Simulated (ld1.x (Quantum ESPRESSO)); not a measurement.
## Before and after: TM potential for tin (Sn)

Sn (Z = 50), norm-conserving Troullier–Martins (Kleinman–Bylander form), made with ld1.x (Quantum ESPRESSO) 7.5 (LDA (PZ), scalar-relativistic). Core [Kr] 4d10, reference 5s2 5p2. Waves: 5p (bound): rc 1.95 bohr; 5s (bound): rc 1.95 bohr. Local part: the s channel. Core correction: Bessel-smoothed model core, default radius (core density twice the valence density).

Change: wave 5p (bound): rc 1.95 bohr becomes 5p (bound): rc 2.72 bohr.

Cutoffs: the cutoffs (Ry, on a coarse ladder) from which the occupation-weighted sum of valence levels, in a spherical-Bessel basis at the reference potential, stays within 10 and 1 mRy of its value at 400 Ry; they do not see the model core or the augmentation charge, which bear on the density cutoff. Errors are all-electron minus pseudo energies relative to the spin-unpolarised reference configuration.

What does the change do?

The potential gets softer (25 Ry and 45 Ry → 21 Ry and 30 Ry); the errors of the 9 common tests hardly move; neither file shows a bound ghost. A larger radius leaves more room for a smooth pseudo-wave, so fewer plane waves are needed.

| quantity | base | changed |
| --- | --- | --- |
| cutoff, loose | 25 Ry | 21 Ry |
| cutoff, tight | 45 Ry | 30 Ry |
| bound ghosts | none | none |
| error for 5s2 5p1, meV [ΔE 7.10 eV] | -8.5 | -8.8 |
| error for 5s2 5p0, meV [ΔE 21.36 eV] | -64 | -66 |
| error for 5s1 5p0, meV [ΔE 52.81 eV] | -340 | -345 |
| error for 5s2 5p1.5, meV [ΔE 2.72 eV] | -1.7 | -1.8 |
| error for 5s2 5p2.3, meV [ΔE -0.90 eV] | +0.1 | +0.1 |
| error for 5s1 5p3, meV [ΔE 7.07 eV] | -12 | -12 |
| error for 5s0 5p4, meV [ΔE 14.40 eV] | -46 | -45 |
| error for 5s2 5p2 (spin-polarised), meV [ΔE -0.47 eV] | -3.2 | -3.6 |
| error for 5s2 5p1 (spin-polarised), meV [ΔE 6.95 eV] | -10 | -11 |
